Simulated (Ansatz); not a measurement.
`F[SiH2][SnH3]` + CH₄ → `C[SiH2][SnH3]` + H–F  (formal exchange of groups at the Si–F bond)

Program: Ansatz. Geometries: PBE0-D4/def2-TZVP. ΔE: electronic, gas phase. CCSD(T)/CBS adds triple-zeta CCSD(T) − MP2 to the extrapolated MP2 energy (def2 sets, frozen cores). This one scheme is used for every species. DFT in def2-TZVPP. HSE06 is defined as in plane-wave codes. Elements past krypton have def2 core potentials. For Sn outer-core shells are correlated without core-valence functions, which leaves a few kJ/mol of doubt a bond.

| level | ΔE (kJ/mol) | difference from CCSD(T)/CBS |
| --- | --- | --- |
| PBE-D4 | 116.4 | -5.5 |
| revPBE-D4 | 112.7 | -9.2 |
| r2SCAN-D4 | 129.0 | 7.1 |
| B97M-V | 134.9 | 13.0 |
| PBE0-D4 | 116.6 | -5.3 |
| HSE06-D4 | 116.4 | -5.5 |
| r2SCAN | 130.3 | 8.4 |
| r2SCAN0 | 127.8 | 5.9 |
| CAM-B3LYP | 139.8 | 17.9 |
| CCSD(T)/def2-SVP | 121.5 | -0.4 |
| HF/def2-TZVPP | 149.4 | 27.5 |
| MP2/def2-TZVPP | 121.0 | -0.9 |
| CCSD/def2-TZVPP | 125.8 | 3.9 |
| HF/def2-QZVPP | 151.4 | 29.5 |
| HF/CBS(def2) | 151.7 | 29.8 |
| CCSD/CBS(def2) | 125.2 | 3.3 |
| CCSD(T)/CBS | 121.9 | 0 |

Largest T1 diagnostic among the species: 0.013.

Leaving LDA and LC-ωPBE aside and taking each functional with its dispersion term where it has one, the values, not all of them listed here, spread over 22.8 kJ/mol, from revPBE-D4 to CAM-B3LYP-D4. LDA lies −6.3 kJ/mol from PBE without D4. In def2-TZVPP, CCSD(T) changes the Hartree–Fock value by −27.0 kJ/mol (the triples alone add −3.3 kJ/mol) and MP2 by −28.5 kJ/mol.
